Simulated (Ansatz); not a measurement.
Consider the formal exchange of groups at a Te–B bond: `C[B]([GaH2])[TeH]` + `[AlH2][NH][SiH3]` → `[SiH3][NH][AlH][TeH]` + `C[BH][GaH2]`.

Program: Ansatz. Geometries: PBE0-D4/def2-TZVP. ΔE: electronic, gas phase. CCSD(T)/CBS is the MP2 limit (def2-TZVPP, def2-QZVPP) plus CCSD(T) − MP2 in def2-TZVPP, frozen cores. Functionals use def2-TZVPP. B3LYP here is the variant with VWN-RPA as its local correlation; programs differ in this. Elements past krypton have def2 core potentials. For Ga, Te outer-core shells are correlated without core-valence functions, which leaves a few kJ/mol of doubt a bond. Scalar relativity is left out up to krypton. Each species was taken in one conformer, which may not be the lowest.

```tsv
level	ΔE (kJ/mol)
PBE-D4	-29.1
B3LYP-D4	-35.2
ωB97M-V	-38.5
PBE0	-37.2
HF/def2-TZVPP	-54.1
HF/def2-QZVPP	-53.8
MP2/def2-QZVPP	-30.4
MP2/CBS(def2)	-31.4
```

Task: What does CCSD(T)/CBS give? (Estimate.)

Result: The calculation gave: -32.5 kJ/mol. The listed levels differ from it by 3.4, -2.7, -6.0, -4.7, -21.6, -21.3, 2.1, 1.1 kJ/mol.

Largest T1 diagnostic among the species: 0.014.

In def2-TZVPP, CCSD(T) changes the Hartree–Fock value by +23.6 kJ/mol (the triples alone add +5.0 kJ/mol) and MP2 by +24.7 kJ/mol. The D4 term adds +3.2 kJ/mol with B3LYP and +1.3 kJ/mol with PBE0; it sums over pairs of atoms, weighted by their polarisabilities, and B3LYP, whose exchange is more repulsive, gets the larger term. From PBE to PBE0 (25 % exact exchange), in def2-TZVPP and without D4, ΔE moves by −6.2 kJ/mol.
